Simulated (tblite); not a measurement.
Compound: C5H12OP2.
Numbering: `[CH3:1]/[CH:2]=[CH:3]\[P@H:4](=[O:5])[P:6]([CH3:7])[CH3:8]` (hydrogens: H9, H10, H11 on C1; H12 on C2; H13 on C3; H14 on P4; H15, H16, H17 on C7; H18, H19, H20 on C8)

Computed with GFN2-xTB (tblite), gas phase: L-BFGS steps from a force-field or distance-geometry start until the largest atomic force falls under 0.01 eV/Å.

Step 45: E = -706.1316 eV
```
atom  x, y, z in Å  |  force x, y, z in eV/Å
C1      2.3842    0.6622    1.3934    0.003   0.009  -0.030
C2      2.4114    0.9662   -0.0611   -0.005  -0.046  -0.049
C3      1.5915    0.4411   -0.9624    0.001  -0.047  -0.021
P4      0.3190   -0.7989   -0.6476    0.082  -0.020  -0.041
O5     -0.2059   -1.3886   -1.8910   -0.008   0.030   0.021
P6     -1.2461    0.0743    0.6387    0.012   0.037   0.100
C7     -2.0052    0.9608   -0.7909   -0.023  -0.005   0.016
C8     -2.2723   -1.4633    0.6133   -0.004   0.024  -0.008
H9      2.2293    1.5834    1.9530   -0.013   0.016   0.025
H10     1.5896   -0.0373    1.6396   -0.025   0.022  -0.025
H11     3.3403    0.2467    1.7099    0.024  -0.011  -0.007
H12     3.1734    1.6671   -0.3849   -0.044   0.043   0.038
H13     1.6295    0.7124   -2.0114    0.057  -0.011   0.027
H14     0.9569   -1.7495    0.1546    0.029  -0.039   0.025
H15    -3.0283    1.2366   -0.5489   -0.063   0.025   0.033
H16    -1.4382    1.8697   -0.9878    0.017   0.007  -0.016
H17    -1.9954    0.3214   -1.6725   -0.006  -0.019  -0.052
H18    -2.2130   -1.9440   -0.3619    0.003  -0.019  -0.046
H19    -3.3060   -1.2034    0.8297   -0.051   0.017   0.027
H20    -1.9198   -2.1464    1.3851    0.016  -0.010  -0.016
```

Step 46: E = -706.1330 eV
```
atom  x, y, z in Å  |  force x, y, z in eV/Å
C1      2.3734    0.6670    1.3895    0.006   0.010   0.002
C2      2.4149    0.9639   -0.0655   -0.001  -0.056  -0.032
C3      1.6017    0.4328   -0.9691   -0.007  -0.030  -0.023
P4      0.3231   -0.8000   -0.6534    0.044  -0.032  -0.007
O5     -0.2076   -1.3894   -1.8944    0.000   0.040   0.014
P6     -1.2385    0.0719    0.6414   -0.012   0.025   0.046
C7     -2.0053    0.9648   -0.7825   -0.022  -0.010   0.025
C8     -2.2673   -1.4648    0.6126   -0.016   0.012  -0.009
H9      2.2241    1.5919    1.9432   -0.023   0.038   0.034
H10     1.5704   -0.0229    1.6350   -0.028   0.013  -0.032
H11     3.3225    0.2454    1.7176    0.041  -0.026  -0.013
H12     3.1819    1.6624   -0.3828   -0.056   0.036   0.016
H13     1.6439    0.6985   -2.0184    0.066  -0.005  -0.002
H14     0.9550   -1.7531    0.1502    0.041  -0.043   0.024
H15    -3.0301    1.2323   -0.5336   -0.029   0.019   0.015
H16    -1.4432    1.8792   -0.9717   -0.001  -0.015  -0.019
H17    -1.9942    0.3324   -1.6708   -0.005   0.004  -0.010
H18    -2.2051   -1.9491   -0.3612    0.012  -0.004  -0.033
H19    -3.3027   -1.2047    0.8229   -0.036   0.028   0.024
H20    -1.9220   -2.1477    1.3880    0.026  -0.005  -0.021
```

Step 47: E = -706.1341 eV
```
atom  x, y, z in Å  |  force x, y, z in eV/Å
C1      2.3702    0.6687    1.3872   -0.001   0.009   0.030
C2      2.4159    0.9638   -0.0670   -0.003  -0.047  -0.022
C3      1.6078    0.4275   -0.9719   -0.002  -0.015  -0.008
P4      0.3273   -0.8021   -0.6562    0.001  -0.033   0.038
O5     -0.2053   -1.3918   -1.8958    0.000   0.037   0.001
P6     -1.2343    0.0716    0.6419   -0.026   0.003  -0.009
C7     -2.0065    0.9659   -0.7798   -0.018  -0.013   0.031
C8     -2.2659   -1.4644    0.6117   -0.019   0.004  -0.007
H9      2.2236    1.5937    1.9413   -0.028   0.049   0.032
H10     1.5643   -0.0177    1.6310   -0.034   0.000  -0.023
H11     3.3167    0.2449    1.7180    0.056  -0.040  -0.009
H12     3.1813    1.6660   -0.3784   -0.048   0.037  -0.014
H13     1.6511    0.6925   -2.0202    0.068   0.000  -0.039
H14     0.9531   -1.7557    0.1522    0.048  -0.042   0.014
H15    -3.0312    1.2314   -0.5253   -0.007   0.014   0.003
H16    -1.4456    1.8815   -0.9678   -0.009  -0.019  -0.020
H17    -1.9978    0.3366   -1.6713   -0.002   0.014   0.022
H18    -2.2055   -1.9504   -0.3621    0.017   0.014  -0.020
H19    -3.3013   -1.2028    0.8223   -0.023   0.031   0.019
H20    -1.9231   -2.1487    1.3870    0.030  -0.001  -0.021
```

Step 48: E = -706.1350 eV
```
atom  x, y, z in Å  |  force x, y, z in eV/Å
C1      2.3622    0.6726    1.3852    0.015   0.005   0.036
C2      2.4188    0.9607   -0.0712    0.012  -0.014   0.043
C3      1.6156    0.4204   -0.9775    0.005  -0.001  -0.023
P4      0.3312   -0.8038   -0.6595   -0.050  -0.031   0.060
O5     -0.2075   -1.3894   -1.8986    0.015   0.035   0.017
P6     -1.2296    0.0707    0.6457   -0.030  -0.029  -0.069
C7     -2.0071    0.9680   -0.7723   -0.010   0.004   0.010
C8     -2.2628   -1.4652    0.6108   -0.035  -0.014  -0.006
H9      2.2184    1.6015    1.9359   -0.016   0.011   0.004
H10     1.5483   -0.0071    1.6259    0.003   0.016  -0.024
H11     3.3056    0.2425    1.7226   -0.001  -0.019  -0.019
H12     3.1858    1.6644   -0.3779   -0.064   0.011  -0.022
H13     1.6648    0.6821   -2.0265    0.061  -0.011  -0.035
H14     0.9524   -1.7603    0.1509    0.047  -0.033  -0.007
H15    -3.0334    1.2287   -0.5141    0.031   0.004  -0.012
H16    -1.4488    1.8874   -0.9564   -0.033  -0.046  -0.013
H17    -1.9962    0.3439   -1.6693   -0.007   0.033   0.071
H18    -2.1990   -1.9537   -0.3629    0.014   0.044   0.017
H19    -3.3000   -1.2027    0.8180    0.020   0.023   0.008
H20    -1.9238   -2.1502    1.3882    0.024   0.013  -0.034
```

Task: Estimate the geometry and energy of step 49. (The exact step hangs on the optimiser's Hessian estimate; all steps are aligned on step 48, rigid shifts and turns removed.)

Result: E = -706.1360 eV, largest force 0.112 eV/Å
```
atom  x, y, z in Å  |  force x, y, z in eV/Å
C1      2.3686    0.6704    1.3855   -0.004   0.003   0.049
C2      2.4170    0.9634   -0.0686   -0.006   0.020   0.022
C3      1.6178    0.4181   -0.9757    0.016   0.011   0.020
P4      0.3356   -0.8078   -0.6573   -0.064  -0.009   0.091
O5     -0.2003   -1.3936   -1.8968    0.000   0.009  -0.006
P6     -1.2299    0.0723    0.6421   -0.027  -0.050  -0.077
C7     -2.0102    0.9656   -0.7764   -0.003   0.001   0.012
C8     -2.2663   -1.4619    0.6094   -0.017  -0.012  -0.001
H9      2.2239    1.5949    1.9436   -0.018   0.011  -0.006
H10     1.5582   -0.0133    1.6222   -0.012  -0.007   0.011
H11     3.3155    0.2428    1.7134    0.014  -0.036   0.003
H12     3.1724    1.6801   -0.3704   -0.031   0.016  -0.059
H13     1.6643    0.6857   -2.0224    0.052  -0.013  -0.064
H14     0.9514   -1.7627    0.1607    0.044  -0.026  -0.026
H15    -3.0335    1.2326   -0.5140    0.023   0.003  -0.009
H16    -1.4487    1.8803   -0.9682   -0.018  -0.010  -0.013
H17    -2.0067    0.3398   -1.6714   -0.005   0.008   0.061
H18    -2.2100   -1.9487   -0.3656    0.012   0.051   0.010
H19    -3.3011   -1.1970    0.8257    0.019   0.019   0.003
H20    -1.9230   -2.1504    1.3815    0.024   0.009  -0.021
```

The energy changes by -0.0010 eV. The first-order estimate −F·Δx gives -0.0018 eV and the mean of the old and new forces, exact on a quadratic surface, -0.0010 eV. The step makes an angle of 80° with the force vector and moves no atom by more than 0.022 Å.

What follows is the cost of the whole relaxation. The run took 0.8 s wall on one thread, Arm Neoverse V1 (aarch64), shared host with 32 logical CPUs at a one-minute load of 36.
